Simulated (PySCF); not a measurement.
## `C[C@H](C#CC#N)C(F)(F)F`: 4 charge schemes on one density

Species: C6H4F3N.
Structure used (GFN2-xTB), in Å, numbered top down from 1:
```
atom  x, y, z in Å
C1    -1.5947   -0.6294    0.3017
C2    -0.4380    0.2589   -0.1703
C3     0.8362   -0.4099   -0.0235
C4     1.8913   -0.9737    0.1321
C5     3.0828   -1.6220    0.2766
N6     4.0837   -2.1711    0.3960
C7    -0.4153    1.5619    0.6366
F8     0.5543    2.3918    0.2293
F9    -0.2289    1.3537    1.9444
F10   -1.5698    2.2325    0.5124
H11   -1.4661   -0.8911    1.3498
H12   -2.5387   -0.1030    0.1811
H13   -1.6202   -1.5423   -0.2873
H14   -0.5774    0.5432   -1.2212
```

Density: PBE0/pcSseg-1 (PySCF); schemes: Mulliken, IAO, Hirshfeld and ESP-fitted. Isolated species at its GFN2-xTB geometry, gas phase.

Atoms with like bonding are taken together and averaged. Which atoms carry the highest charge in the Mulliken, IAO, Hirshfeld and ESP-fitted schemes?

The schemes don't all agree: Mulliken C7 (+0.847); IAO C7 (+0.815); Hirshfeld C7 (+0.268); ESP-fitted C5 (+0.545).

Do the Mulliken, IAO, Hirshfeld and ESP-fitted schemes agree on where the charge is lowest?

The schemes don't all agree: Mulliken C2 (-0.432); IAO C1 (-0.417); Hirshfeld N6 (-0.179); ESP-fitted N6 (-0.448).

For which atoms does the sign change between the 4 schemes (beyond +0.03 e in one, beyond −0.03 e in another)?

C2 and C5.

Give the atomic charges in each scheme.

In e; atoms taken as equivalent share a row and are averaged (×n: the atom named and its like, n in all):

```json
{"atom": "C1", "environment": "methyl carbon", "Mulliken": "-0.204", "IAO": "-0.417", "Hirshfeld": "-0.110", "ESP-fitted": "-0.416"}
{"atom": "C2", "environment": "propargylic carbon", "Mulliken": "-0.432", "IAO": "-0.166", "Hirshfeld": "-0.026", "ESP-fitted": "+0.088"}
{"atom": "C3", "environment": "alkyne carbon", "Mulliken": "+0.271", "IAO": "+0.037", "Hirshfeld": "+0.011", "ESP-fitted": "+0.007"}
{"atom": "C4", "environment": "alkyne carbon", "Mulliken": "+0.007", "IAO": "-0.073", "Hirshfeld": "-0.025", "ESP-fitted": "-0.281"}
{"atom": "C5", "environment": "nitrile carbon", "Mulliken": "-0.112", "IAO": "+0.145", "Hirshfeld": "+0.090", "ESP-fitted": "+0.545"}
{"atom": "N6", "environment": "nitrile nitrogen", "Mulliken": "-0.212", "IAO": "-0.198", "Hirshfeld": "-0.179", "ESP-fitted": "-0.448"}
{"atom": "C7", "environment": "CF3 carbon", "Mulliken": "+0.847", "IAO": "+0.815", "Hirshfeld": "+0.268", "ESP-fitted": "+0.448"}
{"atom": "F8/F9/F10", "environment": "fluorine of a CF3 group", "Mulliken": "-0.260", "IAO": "-0.276", "Hirshfeld": "-0.085", "ESP-fitted": "-0.164"}
{"atom": "H11/H12/H13", "environment": "methyl hydrogen", "Mulliken": "+0.143", "IAO": "+0.164", "Hirshfeld": "+0.052", "ESP-fitted": "+0.144"}
{"atom": "H14", "environment": "methine hydrogen", "Mulliken": "+0.186", "IAO": "+0.193", "Hirshfeld": "+0.071", "ESP-fitted": "+0.119"}
```

Mean size of the charges over all atoms: Mulliken 0.248 e, IAO 0.240 e, ESP-fitted 0.234 e, Hirshfeld 0.085 e. Each set sums to the total charge, 0, to within 0.001 e. The ESP scheme is a least-squares fit of atom-centred charges to the potential on four shells outside the van der Waals surface, with the total charge fixed.

Some averages cover members that differ in this geometry: F8/F9/F10, ESP-fitted -0.177 to -0.146; H11/H12/H13, ESP-fitted +0.128 to +0.156 e.

How many electrons does the Hirshfeld scheme count on C1?

Z − q = 6 − (-0.110) = 6.110.

Sum the charges by element, for elements with more than one atom.

```
element  atoms  Mulliken     IAO  Hirshfeld  ESP-fitted
      C      6    +0.377  +0.342     +0.207      +0.390
      F      3    -0.780  -0.829     -0.254      -0.492
      H      4    +0.614  +0.684     +0.226      +0.550
```

The run behind these numbers computed NMR shieldings as well. The run took 86 s wall on one thread of an Intel Xeon at 2.50 GHz, on a shared host, and the process peaked at 0.83 GiB of memory.
